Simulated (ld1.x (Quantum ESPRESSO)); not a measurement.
**Pseudopotential generation for Mn: PAW, PW91, scalar-relativistic.**

manganese, PAW, made with ld1.x (Quantum ESPRESSO) 7.5 (PW91, scalar-relativistic). Core [Ne], reference 3s2 3p6 3d5 4s1 4p1. Waves: 3s (bound): rcut 1.35, rcutus 1.45 bohr; 4s (bound): rcut 1.35, rcutus 1.45 bohr; 3p (bound): rcut 1.25, rcutus 1.50 bohr; 4p (bound): rcut 1.25, rcutus 1.50 bohr; 3d (bound): rcut 1.65, rcutus 2.05 bohr; 3d channel at 0.7 Ry: rcut 1.65, rcutus 2.05 bohr. Local part: all-electron potential smoothed inside 2.05 bohr (lloc = -1). Core correction: Bessel-smoothed model core, default radius (core density twice the valence density). Augmentation charge: PSQ, inside the norm-conserving radii.

* Cutoffs needed: 50 Ry and 70 Ry (the cutoffs (Ry, on a coarse ladder) from which the occupation-weighted sum of valence levels, in a spherical-Bessel basis at the reference potential, stays within 10 and 1 mRy of its value at 400 Ry)
* Ghost test: no extra level below or beside the all-electron valence levels (s, p, d, f tested) (spherical-Bessel basis up to 400 Ry, 20 bohr box)
* Configuration tests: 1 of 7 tests not solved or not reliable; not counted: 3s2 3p6 3d6 4s0 4p0 (solver errors, printed error -2306 eV)
* Lowest eigenvalue of the overlap operator: 0.12 (p channel)
* Density cutoff estimated by the generator: 266 Ry
